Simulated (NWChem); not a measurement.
All runs are NWChem calculations. System: H2BI, charge 0, spin multiplicity 1, at a geometry optimised with PBE/def2-SVP with def2 effective core potentials on I. The structure started from a generated list of species. Level: CIS/def2-SVPD with def2 effective core potentials on I.

The NWChem input:

```
start mol
memory heap 200 mb stack 900 mb global 1100 mb
geometry units angstroms nocenter noautoz
  B      0.000000     0.000000    -1.849923
  H     -1.071702     0.000000    -2.411340
  H      1.071702     0.000000    -2.411340
  I      0.000000     0.000000     0.265515
  symmetry group C2v
end
basis spherical
  * library def2-svpd
end
ecp
  I library def2-ecp
end
dft
  xc hfexch
  semidirect memsize 60000000 filesize 0
  iterations 100
end
tddft
  cis
  nroots 6
  notriplet
  thresh 1e-4
end
task tddft energy
```

NWChem printed:

```
             Northwest Computational Chemistry Package (NWChem) 7.3.0
             --------------------------------------------------------

                                NWChem Input Module
                                -------------------

 Scaling coordinates for geometry "geometry" by  1.889725989
 (inverse scale =  0.529177249)

 Turning off AUTOSYM since
 SYMMETRY directive was detected!

                             Geometry "geometry" -> ""
                             -------------------------

 Output coordinates in angstroms (scale by  1.889725989 to convert to a.u.)

  No.       Tag          Charge          X              Y              Z
 ---- ---------------- ---------- -------------- -------------- --------------
    1 B                    5.0000     0.00000000     0.00000000    -1.84992300
    2 H                    1.0000    -1.07170200     0.00000000    -2.41134000
    3 H                    1.0000     1.07170200     0.00000000    -2.41134000
    4 I                   53.0000     0.00000000     0.00000000     0.26551500

 Effective nuclear repulsion energy (a.u.)      90.3641795259

            Nuclear Dipole moment (a.u.)
            ----------------------------
        X                 Y               Z
 ---------------- ---------------- ----------------
     0.0000000000     0.0000000000     0.0000000000

      Symmetry information
      --------------------

 Group name             C2v
 Group number             16
 Group order               4
 No. of unique centers     3

      Symmetry unique atoms

     1    2    4


 Summary of "ao basis" -> "" (spherical)
 ------------------------------------------------------------------------------
       Tag                 Description            Shells   Functions and Types
 ---------------- ------------------------------  ------  ---------------------
 *                         def2-svpd                  on all atoms

 Summary of "ao basis" -> "ao basis" (spherical)
 ------------------------------------------------------------------------------
       Tag                 Description            Shells   Functions and Types
 ---------------- ------------------------------  ------  ---------------------
 B                         def2-svpd                 8       20   4s2p2d
 H                         def2-svpd                 4        8   2s2p
 I                         def2-svpd                13       35   5s5p3d

 Summary of "ao basis" -> "ao basis" (spherical)
 ------------------------------------------------------------------------------
       Tag                 Description            Shells   Functions and Types
 ---------------- ------------------------------  ------  ---------------------
 B                         def2-svpd                 8       20   4s2p2d
 H                         def2-svpd                 4        8   2s2p
 I                         def2-svpd                13       35   5s5p3d

      Symmetry analysis of basis
      --------------------------

        a1         32
        a2          7
        b1         18
        b2         14

            General Information
            -------------------
          SCF calculation type: DFT
          Wavefunction type:  closed shell.
          No. of atoms     :     4
          No. of electrons :    32
           Alpha electrons :    16
            Beta electrons :    16
          Charge           :     0
          Spin multiplicity:     1
          Use of symmetry is: off; symmetry adaption is: on
[...]
     Occ.   14  a1  ---  Virt.   23  a1      -0.09806
     Occ.   14  a1  ---  Virt.   24  a1      -0.16056
     Occ.   14  a1  ---  Virt.   33  a1      -0.07486
     Occ.   15  b2  ---  Virt.   17  b2      -0.93939
     Occ.   15  b2  ---  Virt.   21  b2      -0.16754
     Occ.   15  b2  ---  Virt.   29  b2       0.10524
     Occ.   16  b1  ---  Virt.   27  b1      -0.10051
  ----------------------------------------------------------------------------
  Root   3 singlet b2             0.239795765 a.u.                6.5252 eV
  ----------------------------------------------------------------------------
     Transition Moments    X -0.00000   Y -0.01889   Z  0.00000
     Transition Moments   XX -0.00000  XY  0.00000  XZ  0.00000
     Transition Moments   YY -0.00000  YZ  1.98927  ZZ -0.00000
     Dipole Oscillator Strength                    0.0000570192
     Electric Quadrupole                           0.0000002906
     Magnetic Dipole                               0.0000049781
     Total Oscillator Strength                     0.0000622879

          sigma_e =   1.6840 Angstrom
          sigma_h =   1.7055 Angstrom
         |d_h->e| =   0.7706 Angstrom
            d_exc =   2.4713 Angstrom
            d_CD1 =   0.7921 Angstrom
            d_CD2 =  -0.9242 Angstrom
            d_CD3 =   3.2419 Angstrom
     Pearson C.C. =   0.0402

     Occ.   11  a1  ---  Virt.   17  b2       0.07692
     Occ.   12  a1  ---  Virt.   17  b2      -0.10981
     Occ.   14  a1  ---  Virt.   17  b2      -0.94280
     Occ.   14  a1  ---  Virt.   21  b2      -0.17236
     Occ.   14  a1  ---  Virt.   29  b2       0.09289
     Occ.   14  a1  ---  Virt.   32  b2       0.14568
     Occ.   14  a1  ---  Virt.   42  b2      -0.06428
     Occ.   15  b2  ---  Virt.   18  a1      -0.05871
     Occ.   15  b2  ---  Virt.   19  a1      -0.05992
     Occ.   15  b2  ---  Virt.   24  a1       0.08797
  ----------------------------------------------------------------------------
  Root   4 singlet b1             0.257409454 a.u.                7.0045 eV
  ----------------------------------------------------------------------------
     Transition Moments    X -0.20353   Y -0.00000   Z  0.00000
     Transition Moments   XX  0.00000  XY  0.00000  XZ -0.66611
     Transition Moments   YY  0.00000  YZ -0.00000  ZZ -0.00000
     Dipole Oscillator Strength                    0.0071086427
     Electric Quadrupole                           0.0000000403
     Magnetic Dipole                               0.0000001781
     Total Oscillator Strength                     0.0071088611

          sigma_e =   2.6312 Angstrom
          sigma_h =   1.5462 Angstrom
         |d_h->e| =   0.6534 Angstrom
            d_exc =   3.0829 Angstrom
            d_CD1 =   1.7385 Angstrom
            d_CD2 =  -1.4353 Angstrom
            d_CD3 =   3.7363 Angstrom
     Pearson C.C. =   0.0291

     Occ.   15  b2  ---  Virt.   25  a2       0.06337
     Occ.   16  b1  ---  Virt.   18  a1       0.68627
     Occ.   16  b1  ---  Virt.   19  a1       0.39905
     Occ.   16  b1  ---  Virt.   22  a1      -0.17694
     Occ.   16  b1  ---  Virt.   23  a1      -0.28697
     Occ.   16  b1  ---  Virt.   24  a1      -0.45353
     Occ.   16  b1  ---  Virt.   28  a1       0.12971
     Occ.   16  b1  ---  Virt.   30  a1       0.09956
     Occ.   16  b1  ---  Virt.   33  a1      -0.08208
  ----------------------------------------------------------------------------
  Root   5 singlet b1             0.276422604 a.u.                7.5218 eV
  ----------------------------------------------------------------------------
     Transition Moments    X  0.78311   Y -0.00000   Z -0.00000
     Transition Moments   XX  0.00000  XY  0.00000  XZ  1.30072
     Transition Moments   YY -0.00000  YZ -0.00000  ZZ  0.00000
     Dipole Oscillator Strength                    0.1130139576
     Electric Quadrupole                           0.0000001903
     Magnetic Dipole                               0.0000011608
     Total Oscillator Strength                     0.1130153087

          sigma_e =   3.1206 Angstrom
          sigma_h =   1.5649 Angstrom
         |d_h->e| =   0.1688 Angstrom
            d_exc =   3.4379 Angstrom
            d_CD1 =   1.7245 Angstrom
            d_CD2 =  -2.1740 Angstrom
            d_CD3 =   3.6067 Angstrom
     Pearson C.C. =   0.0406

     Occ.   16  b1  ---  Virt.   18  a1      -0.49749
     Occ.   16  b1  ---  Virt.   19  a1       0.70666
     Occ.   16  b1  ---  Virt.   22  a1       0.40815
     Occ.   16  b1  ---  Virt.   23  a1      -0.09888
     Occ.   16  b1  ---  Virt.   24  a1      -0.23459
     Occ.   16  b1  ---  Virt.   30  a1      -0.06887
     Occ.   16  b1  ---  Virt.   35  a1      -0.05384
  ----------------------------------------------------------------------------
  Root   6 singlet b2             0.277902138 a.u.                7.5621 eV
  ----------------------------------------------------------------------------
     Transition Moments    X -0.00000   Y -0.11729   Z  0.00000
     Transition Moments   XX  0.00000  XY -0.00000  XZ -0.00000
     Transition Moments   YY  0.00000  YZ -0.87560  ZZ  0.00000
     Dipole Oscillator Strength                    0.0025488450
     Electric Quadrupole                           0.0000000876
     Magnetic Dipole                               0.0000004805
     Total Oscillator Strength                     0.0025494132

          sigma_e =   2.5873 Angstrom
          sigma_h =   1.4866 Angstrom
         |d_h->e| =   0.5791 Angstrom
            d_exc =   3.0250 Angstrom
            d_CD1 =   1.6799 Angstrom
            d_CD2 =  -1.4578 Angstrom
            d_CD3 =   3.6041 Angstrom
     Pearson C.C. =   0.0116

     Occ.   14  a1  ---  Virt.   17  b2      -0.11599
     Occ.   15  b2  ---  Virt.   18  a1       0.66021
     Occ.   15  b2  ---  Virt.   19  a1       0.39002
     Occ.   15  b2  ---  Virt.   22  a1      -0.16299
     Occ.   15  b2  ---  Virt.   23  a1      -0.40148
     Occ.   15  b2  ---  Virt.   24  a1      -0.39608
     Occ.   15  b2  ---  Virt.   30  a1       0.15233
     Occ.   15  b2  ---  Virt.   33  a1      -0.09654
     Occ.   16  b1  ---  Virt.   25  a2       0.09302

              Target root =      1
          Target symmetry = none
      Ground state energy =   -322.485827546930
        Excitation energy =      0.189176552979
     Excited state energy =   -322.296650993951

  stored tddft:energy   -322.29665099395135

 Task  times  cpu:       53.1s     wall:       53.1s

 Total times  cpu:       53.1s     wall:       53.1s
```
